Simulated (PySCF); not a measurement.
Isomers C4H4F3N3:

A. SMILES Cn1cc(C(F)(F)F)nn1
B. `Cc1nn[nH]c1C(F)(F)F`
C. `InChI=1S/C4H4F3N3/c1-10-3(2-8-9-10)4(5,6)7/h2H,1H3`

Spectrum 1. ¹H NMR (400 MHz, computed): δ 7.90 (m, 1H), 4.29 (s, 3H). ¹³C{¹H} NMR (computed): δ 147.2 (C), 131.4 (CH), 131.1 (C), 36.4 (CH3).

Spectrum 2. ¹H NMR (400 MHz, computed): δ 8.10 (m, 1H), 4.37 (s, 3H). ¹³C{¹H} NMR (computed): δ 139.7 (CH), 135.4 (C), 131.1 (C), 35.7 (CH3).

Spectrum 3. ¹H NMR (400 MHz, computed): δ 11.29 (br s, 1H), 2.81 (s, 3H). ¹³C{¹H} NMR (computed): δ 148.1 (C), 132.6 (C), 131.3 (C), 12.6 (CH3).

- geometry: GFN2-xTB
- GIAO PBE0/pcSseg-1 shieldings
- run in PySCF 2.14
- no relativistic terms, rapidly exchanging positions averaged, a single conformation, isolated molecule

Referencing at the same level of theory: ¹H, ¹³C against TMS. Splittings of carbon signals by F and P are missing where no couplings were computed. Where no couplings were computed, multiplicities follow the n + 1 count of equivalent neighbours, and m marks all less simple cases (inequivalent or close neighbours, rings, F or P nearby). Shifts are as computed. Against solution values, carbons near 30 ppm lie about +3 ppm off and those near 130 ppm about +5 ppm. Of 1211 compounds with measured shifts, 218 miss one by over three times the rms of a fit or turn the order of signals round; such compounds aren't used in these exercises. OH and NH positions are gas-phase values without hydrogen bonding to other molecules.

Question: Match each spectrum to its structure.

Answer: 1–A, 2–C, 3–B.

- Spectrum 1 (A): 4 ¹³C signals; δC 131.1 is a CF3 carbon; δC 36.4 is a methyl carbon bonded to N.
- Spectrum 2 (C): 4 ¹³C signals; δC 131.1 is a CF3 carbon; δC 35.7 is a methyl carbon bonded to N.
- Spectrum 3 (B): 4 ¹³C signals; δC 131.3 is a CF3 carbon; δC 12.6 is a methyl carbon on an aromatic ring.
